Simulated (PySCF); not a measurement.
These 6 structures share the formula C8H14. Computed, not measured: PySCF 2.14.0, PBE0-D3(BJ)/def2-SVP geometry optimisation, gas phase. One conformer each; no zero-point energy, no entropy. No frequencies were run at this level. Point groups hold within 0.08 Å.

Question: Rank from lowest to highest electronic energy at this level (kJ/mol).
A. `[CH2:1]1[CH2:2][CH2:3][C:4]2([CH2:5]1)[CH2:6][CH2:7][CH2:8]2` with C5–C1–C2–C3 3°, C1–C2–C3–C4 -28°, C2–C3–C4–C5 42°, C3–C4–C5–C1 -40° (spiro(3.4)octane)
B. `[CH2:1]=[CH:2]/[CH:3]=[CH:4]/[C:5]([CH3:6])([CH3:7])[CH3:8]` with C1–C2–C3–C4 180°
C. `[CH2:1]=[CH:2][CH:3]1[CH2:4][CH2:5][CH2:6][CH2:7][CH2:8]1` with C1–C2–C3–C4 -118°, C2–C3–C4–C5 -178°, C3–C4–C5–C6 55°, C4–C5–C6–C7 -55°, C5–C6–C7–C8 55°
D. `[CH2:1]=[CH:2][C@H:3]([CH3:4])[CH:5]1[CH2:6][CH2:7][CH2:8]1` with C1–C2–C3–C4 -122°, C2–C3–C5–C6 -65°, C3–C5–C6–C7 -141°, C5–C6–C7–C8 19°, C6–C7–C8–C5 -19°, C3–C5–C8–C7 141°
E. `[CH2:1]1[CH2:2][CH2:3][C:4]2([CH2:5][CH2:6]1)[CH2:7][CH2:8]2` with C6–C1–C2–C3 -55°, C1–C2–C3–C4 54°, C2–C3–C4–C5 -54°, C3–C4–C5–C6 54°
F. `[CH2:1]1[CH2:2][CH2:3][C@H:4]2[CH2:5][CH2:6][C@H:7]2[CH2:8]1` with C8–C1–C2–C3 62°, C1–C2–C3–C4 -50°, C2–C3–C4–C5 -71°, C3–C4–C5–C6 145°

Answer: E (0.0), F (4.3), C (8.1), A (22.7), B (89.4), D (111.8).

As drawn, the lowest has a three-membered ring and a quaternary carbon, which the highest lacks; the highest has a four-membered ring and a C=C bond outside aromatic rings, which the lowest lacks. Neighbours under 10 kJ/mol apart (C1CCC2(CC1)CC2 and C1CC[C@H]2CC[C@H]2C1; C1CC[C@H]2CC[C@H]2C1 and C=CC1CCCCC1) can change places with a better method, another conformer or zero-point energy.

```json
{"SMILES": "C1CCC2(CC1)CC2", "E (Eh)": "-312.68791", "E rel (kJ/mol)": "0.0", "dipole (D)": "0.19", "point group": "Cs", "A, B, C (MHz)": "3524, 1756, 1422"}
{"SMILES": "C1CC[C@H]2CC[C@H]2C1", "E (Eh)": "-312.68627", "E rel (kJ/mol)": "4.3", "dipole (D)": "0.15", "point group": "C1", "A, B, C (MHz)": "3298, 2001, 1500"}
{"SMILES": "C=CC1CCCCC1", "E (Eh)": "-312.68485", "E rel (kJ/mol)": "8.1", "dipole (D)": "0.44", "point group": "Cs", "A, B, C (MHz)": "4080, 1323, 1095"}
{"SMILES": "C1CCC2(C1)CCC2", "E (Eh)": "-312.67928", "E rel (kJ/mol)": "22.7", "dipole (D)": "0.06", "point group": "C1", "A, B, C (MHz)": "3987, 1592, 1496"}
{"SMILES": "C=C/C=C/C(C)(C)C", "E (Eh)": "-312.65387", "E rel (kJ/mol)": "89.4", "dipole (D)": "0.65", "point group": "Cs", "A, B, C (MHz)": "4142, 930.1, 910.6"}
{"SMILES": "C=C[C@H](C)C1CCC1", "E (Eh)": "-312.64533", "E rel (kJ/mol)": "111.8", "dipole (D)": "0.32", "point group": "C1", "A, B, C (MHz)": "3229, 1403, 1061"}
```

How do the relative energies change in single points at PBE0/pcSseg-1 (no added dispersion term) on the same geometries?

| SMILES | PBE0-D3(BJ)/def2-SVP (kJ/mol) | PBE0/pcSseg-1 (kJ/mol) | shift |
| --- | --- | --- | --- |
| C1CCC2(CC1)CC2 | 0.0 | 0.2 | +0.2 |
| C1CC[C@H]2CC[C@H]2C1 | 4.3 | 5.8 | +1.5 |
| C=CC1CCCCC1 | 8.1 | 0.0 | -8.1 |
| C1CCC2(C1)CCC2 | 22.7 | 20.9 | -1.8 |
| C=C/C=C/C(C)(C)C | 89.4 | 68.2 | -21.2 |
| C=C[C@H](C)C1CCC1 | 111.8 | 98.6 | -13.2 |

Each column counts from its own lowest isomer. C=CC1CCCCC1 becomes the lowest; the largest shift is 21.2 kJ/mol.
